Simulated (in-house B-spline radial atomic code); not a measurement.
A fraction x of an electron is removed from 6s in the erbium ion Er⁺, starting from [Xe] 4f12 6s1 and keeping the highest spin. Level of theory: scalar-relativistic (X2C) PBE, spin-polarised, spherical fractional occupations, Fermi nucleus of rms radius 5.2516 fm; calculated with an all-electron radial atomic-structure program (B-spline basis).

```csv
x,E(x) - E(0) (eV),6s up level (eV)
0,0.0000,-9.409
0.08,0.7699,-9.838
0.15,1.4717,-10.215
0.31,3.1756,-11.085
0.43,4.5454,-11.746
0.5,5.3813,-12.136
0.56,6.1196,-12.474
0.72,8.1885,-13.392
0.82,9.5570,-13.978
0.89,10.5498,-14.384
1,12.1635,-
```

The exact functional would give a straight line between the two integer points. Deviations E(x) - E(0) - x[E(1) - E(0)], in eV: -0.203 at x = 0.08, -0.353 at x = 0.15, -0.595 at x = 0.31, -0.685 at x = 0.43, -0.7 at x = 0.5, -0.692 at x = 0.56, -0.569 at x = 0.72, -0.417 at x = 0.82, -0.276 at x = 0.89.

The curve lies below the straight line by up to 0.7 eV (at x = 0.5): convex, the delocalisation error that favours fractional charges.

Q: How well does Slater's transition state (minus the level at half occupation) give the ionisation energy?

A: It gives 12.136 eV against 12.164 eV from the two total energies; NIST lists 11.92 eV, ground level to ground level.
